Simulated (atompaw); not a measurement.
**titanium: one change to a PAW (atompaw) potential, before and after**

* Element: titanium
* Generator: atompaw 4.2.0.5
* Type: PAW
* Functional: LDA (PW92)
* Relativity: scalar-relativistic
* Frozen core: [Ne] 3s2
* Valence charge: 10
* Reference configuration: 3p6 3d2 4s2 4p0
* Partial waves: 4s (bound): rc 2.35 bohr; 4s channel at 3.35 Ry: rc 2.40 bohr; 3p (bound): rc 1.50 bohr; 4p (bound, empty): rc 2.40 bohr; 3d (bound): rc 2.40 bohr; 3d channel at 0.35 Ry: rc 2.40 bohr
* Local potential: troulliermartins scheme with l = 3 at 1 Ry, radius 1.95 bohr
* Core correction: smooth core density matched at 1.65 bohr
* Augmentation charge: sinc compensation charge, radius 2.25 bohr; PAW radius 2.40 bohr; waves and projectors: custom rrkj gramschmidtortho

Change: core [Ar], valence charge 4; reference 3d2 4s2 4p0; waves now 4s (bound): rc 3.00 bohr; 4s channel at 3.35 Ry: rc 3.00 bohr; 4p (bound): rc 3.00 bohr; 4p channel at 2.15 Ry: rc 3.00 bohr; 3d (bound): rc 3.00 bohr; 3d channel at 2.95 Ry: rc 2.65 bohr; local potential troulliermartins scheme with l = 3 at 1 Ry, radius 2.95 bohr; core correction smooth core density matched at 1.70 bohr; augmentation sinc compensation charge, radius 2.35 bohr; PAW radius 3.00 bohr; waves and projectors: custom rrkj gramschmidtortho.

Cutoffs: the cutoffs (Ry, on a coarse ladder) from which the occupation-weighted sum of valence levels, in a spherical-Bessel basis at the reference potential, stays within 10 and 1 mRy of its value at 400 Ry; they do not see the model core or the augmentation charge, which bear on the density cutoff.

What does the change do?

The potential gets softer (35 Ry and 60 Ry → 10 Ry and 12 Ry); the bound ghost in s disappears. The shells moved into the core no longer need plane waves of their own. Several settings change at once here, so the effects cannot be laid on one of them.

| quantity | base | changed |
| --- | --- | --- |
| cutoff, loose | 35 Ry | 10 Ry |
| cutoff, tight | 60 Ry | 12 Ry |
| bound ghosts | s | none |
| lowest overlap eigenvalue by channel | s 0.72, p 0.51, d 0.41 | s 0.68, p 0.65, d 0.96 |

 A true bound ghost makes a file unfit for plane-wave use even where its test errors are small: the radial tests pick states by their node count and pass the ghost by. The cutoffs see the waves, projectors and local potential, not the compensation charge or the core.
